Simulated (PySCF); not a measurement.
Isomers C₈H₁₂:

A. `InChI=1S/C8H12/c1-2-5-8-6-3-4-7-8/h3-4,6H,2,5,7H2,1H3`
B. `CC1(C)[C@@H]2[C@@H]3C[C@H]1[C@@H]32`
C. SMILES CC1=CC=C[C@@H](C)C1
D. `C1C(/C=C/C=C)CC1`
E. `CC1=CCC=C[C@H]1C`

Spectrum 1. 1H NMR (500 MHz, computed): δ 6.52 (m, 1H), 6.14 (m, 1H), 5.99 (m, 1H), 5.39 (m, 1H), 5.28 (m, 1H), 2.89 (m, 1H), 2.29 (m, 2H), 1.99 (m, 1H), 1.90 (m, 2H), 1.85 (m, 1H). 13C{1H} NMR (computed): δ 150.7 (CH), 145.8 (CH), 137.0 (CH), 122.4 (CH2), 40.0 (CH), 28.8 (CH2), 17.1 (CH2).

Spectrum 2. 1H NMR (500 MHz, computed): δ 2.90 (m, 1H), 2.46 (m, 1H), 1.88 (m, 1H), 1.73 (m, 1H), 1.63 (m, 1H), 1.62 (m, 1H), 1.40 (s, 3H), 0.97 (s, 3H). 13C{1H} NMR (computed): δ 48.5 (CH), 45.5 (C), 34.0 (CH2), 33.0 (CH), 31.0 (CH), 28.7 (CH3), 23.9 (CH3), 22.3 (CH).

Spectrum 3. 1H NMR (500 MHz, computed): δ 6.20 (m, 1H), 6.05 (m, 1H), 5.79 (m, 1H), 2.90 (m, 1H), 2.72 (m, 1H), 2.50 (m, 1H), 1.90 (s, 3H), 1.06 (d, 3H). 13C{1H} NMR (computed): δ 146.4 (C), 140.1 (CH), 132.1 (CH), 126.7 (CH), 39.6 (CH), 31.7 (CH2), 25.0 (CH3), 22.6 (CH3).

Spectrum 4. 1H NMR (500 MHz, computed): δ 6.14 (m, 1H), 6.01 (m, 1H), 5.97 (m, 1H), 2.61 (m, 1H), 2.13 (m, 1H), 1.90 (s, 3H), 1.74 (m, 1H), 0.91 (d, 3H). 13C{1H} NMR (computed): δ 141.5 (C), 136.4 (CH), 130.5 (CH), 125.3 (CH), 38.2 (CH2), 31.4 (CH), 27.5 (CH3), 19.1 (CH3).

Spectrum 5. 1H NMR (500 MHz, computed): δ 6.65 (m, 1H), 6.52 (m, 1H), 6.44 (d, 1H), 2.94 (m, 2H), 2.42 (t, 2H), 1.46 (m, 2H), 1.11 (t, 3H). 13C{1H} NMR (computed): δ 160.1 (C), 140.1 (CH), 139.0 (CH), 134.3 (CH), 46.2 (CH2), 39.3 (CH2), 32.2 (CH2), 17.6 (CH3).

How the numbers were obtained: coordinates at the GFN2-xTB level, σ from GIAO-PBE0/pcSseg-1, in PySCF (a single conformation, in vacuum, non-relativistic Hamiltonian, one averaged value for each set of equivalent atoms).

References, each an isolated molecule treated in the same way: 1H (σref 31.72), 13C (σref 186.93) vs TMS. Where no couplings were computed, multiplicities follow the n + 1 count of equivalent neighbours, and m marks all less simple cases (inequivalent or close neighbours, rings, F or P nearby). Shifts are as computed. Against solution values, carbons near 30 ppm lie about +3 ppm off and those near 130 ppm about +5 ppm. Of 1211 compounds with measured shifts, 218 miss one by over three times the rms of a fit or turn the order of signals round; such compounds aren't used in these exercises.

Q: Match each spectrum to its structure.

A: 1–D, 2–B, 3–E, 4–C, 5–A.

- Spectrum 1 (D): 7 13C signals; δC 150.7 is an alkene CH; δC 145.8 is an alkene CH.
- Spectrum 2 (B): 8 13C signals; δC 48.5 is an sp3 CH in a ring; δC 45.5 is a quaternary sp3 carbon in a ring.
- Spectrum 3 (E): 8 13C signals; δC 146.4 is a fully substituted alkene carbon; δC 140.1 is an alkene CH.
- Spectrum 4 (C): 8 13C signals; δC 141.5 is a fully substituted alkene carbon; δC 136.4 is an alkene CH.
- Spectrum 5 (A): 8 13C signals; δC 160.1 is a fully substituted alkene carbon; δC 140.1 is an alkene CH.
